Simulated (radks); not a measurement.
Initial-state core-level shifts of the indium ion In+ when its valence configuration changes from [Kr] 4d10 5s2. Calculated with a radial shooting solver on a logarithmic mesh with Libxc functionals: Dirac Kohn-Sham, BLYP, spin-unpolarised, spherical densities, finite nucleus; open shells fill j = l - 1/2 first; Fermi nuclear charge, rms radius 4.6156 fm. Shifts are changes of the shell-averaged eigenvalues in eV (positive: less bound); the change of the density at the nucleus, which sets a Mossbauer isomer shift, is in e/bohr^3, on a base of 1.748e+05.

\begin{tabular}{lrrrrr}
valence & 1s & 2s & 2p & 4p & density at nucleus \\ \hline
4d8 5s2 5p2 & -14.918 & -15.722 & -15.669 & -13.076 & +34.89 \\
4d8 5s1 5p3 & -16.401 & -17.172 & -17.115 & -14.510 & -7.07 \\
4d10 5p2 & -2.844 & -2.780 & -2.776 & -2.828 & -65.05 \\
4d9 5s1 5p2 & -8.690 & -9.032 & -9.004 & -7.876 & -19.59 \\
4d9.5 5s2 5p0.5 & -3.654 & -3.827 & -3.815 & -3.287 & +8.25 \\
4d6 5s2 5p4 & -31.227 & -33.072 & -32.955 & -26.469 & +73.57 \\
4d9 5s2 5p1 & -7.357 & -7.721 & -7.697 & -6.560 & +16.83 \\
4d6 5s1 5p5 & -32.561 & -34.385 & -34.261 & -27.735 & +21.08 \\
4d6.5 5s0.5 5p5 & -29.095 & -30.621 & -30.511 & -25.069 & -12.13 \\
\end{tabular}
